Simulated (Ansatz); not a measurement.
Mulliken charges of `C=[N][SbH2]` from B3LYP/def2-TZVPP in Ansatz (PBE0-D4/def2-TZVP geometry).

```
atom   x (Å)   y (Å)   z (Å)  charge (e)
  C1  -0.850  -0.543  -0.783      -0.091
  N2  -0.689  -0.525   0.464      -0.376
 Sb3   1.141  -0.043   1.278       0.528
  H4  -1.823  -0.846  -1.190       0.101
  H5  -0.088  -0.269  -1.530       0.078
  H6   0.578   1.466   1.852      -0.103
  H7   1.793   0.692  -0.138      -0.137
```

**Question.** By hand: the dipole of these point charges (1 e Å = 4.8032 D).

**Answer.** Σ q r = (0.443, -0.128, 0.160) e Å, of length 0.488 e Å = 2.34 D.

**Question.** How does the dipole of the full density compare? (Estimate.)

**Answer.** The calculation gave: (0.192, 0.004, -0.193) e Å, 1.31 D; the point charges give 1.79 times that, at 66° from its direction.

Point charges leave out the atoms' own dipoles, such as those of lone pairs, and Mulliken's split depends on the basis, so the two needn't agree.

B3LYP here is the variant with VWN-RPA as its local correlation; programs differ in this.
